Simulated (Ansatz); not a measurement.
Reaction (formal exchange of groups at a B–C bond): `CBCSC` + `CBO` → `CBCBO` + `CSC`

Computed with Ansatz on PBE0-D4/def2-TZVP structures; ΔE is electronic, products minus reactants. CCSD(T)/CBS adds triple-zeta CCSD(T) − MP2 to the extrapolated MP2 energy (def2 sets, frozen cores). DFT in def2-TZVPP. One conformer a species, not always the lowest.

`CBCSC`:

Z-matrix (Å, degrees):
```
C
B 1 1.551
H 1 1.103 2 104.9
H 1 1.091 2 114.4 3 -116.0
H 1 1.093 2 114.4 3 115.3
C 2 1.564 1 124.6 3 -87.0
H 2 1.203 1 120.1 3 90.7
S 6 1.796 2 115.7 1 1.8
H 6 1.099 2 108.5 1 126.5
H 6 1.101 2 106.4 1 -121.0
C 8 1.796 6 100.2 2 -178.7
H 11 1.092 8 111.2 6 61.3
H 11 1.092 8 111.2 6 -61.1
H 11 1.091 8 107.3 6 -179.8
```

`CBO`:

```xyz
8

C     0.370    0.622    0.699
B    -0.102   -0.211   -0.531
O    -0.869   -1.312   -0.335
H     0.021    0.222    1.653
H     0.028    1.659    0.606
H     1.464    0.679    0.720
H     0.196    0.096   -1.659
H    -1.108   -1.755   -1.153
```

`CBCBO`:

Z-matrix (Å, degrees):
```
C
B 1 1.559
H 1 1.095 2 112.2
H 1 1.092 2 115.4 3 -126.3
H 1 1.100 2 107.0 3 114.3
C 2 1.555 1 123.6 3 135.8
H 2 1.203 1 118.2 3 -43.6
B 6 1.573 2 107.9 1 -107.6
H 6 1.098 2 108.4 1 139.7
H 6 1.095 2 113.2 1 16.8
O 8 1.355 6 123.0 2 107.7
H 8 1.198 6 121.6 2 -71.1
H 11 0.962 8 113.3 6 0.9
```

`CSC`:

Z-matrix (Å, degrees):
```
C
S 1 1.795
H 1 1.090 2 107.2
H 1 1.092 2 111.2 3 118.7
H 1 1.092 2 111.2 3 -118.7
C 2 1.795 1 99.4 3 -180.0
H 6 1.092 2 111.2 1 61.3
H 6 1.090 2 107.2 1 -180.0
H 6 1.092 2 111.2 1 -61.3
```

| level | ΔE (kJ/mol) |
| --- | --- |
| ωB97M-V | -5.6 |
| r2SCAN | -7.0 |

(1) What does CCSD(T)/CBS give? (Best estimate.)

Largest T1 diagnostic among the species: 0.012.

Answers

(1) Computed: -6.0 kJ/mol. The listed levels differ from it by 0.4, -1.0 kJ/mol.
